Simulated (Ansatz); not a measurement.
The cluster Ag₃⁺. Total charge 1; quintet. Geometry B3LYP-D4/def2-TZVP; atoms count from 1.

Cartesian coordinates in Å:
```
Ag -1.170 1.464 -1.276
Ag -0.450 0.068 1.681
Ag 1.620 -1.532 -0.405
```

In the def2 sets Ag takes a core potential; there is no spin–orbit coupling. At PBE0-D4/def2-TZVP a singlet of charge 1 lies 7.30 eV below the quintet, each at its own geometry. The structure comes from a short search, and lower isomers may exist.

Q: Estimate the Mulliken populations from the PBE0/def2-TZVP orbitals of Ansatz.

A: 
```csv
atom,charge (e),spin (α − β),d electrons
Ag1,0.33,1.31,9.67
Ag2,0.34,1.38,9.62
Ag3,0.33,1.31,9.67
```
Mulliken values and Mayer orders depend strongly on the basis.

Q: Where does the spin sit?

A: Summed by element: Ag 4.00, of 4 unpaired in all. Largest on single atoms: Ag2 1.38, Ag3 1.31, Ag1 1.31.

Q: And the Mayer bond orders between bonded heavy atoms (over 0.3)?

A: Ag1–Ag2 0.42 (3.35 Å); Ag2–Ag3 0.42 (3.35 Å).
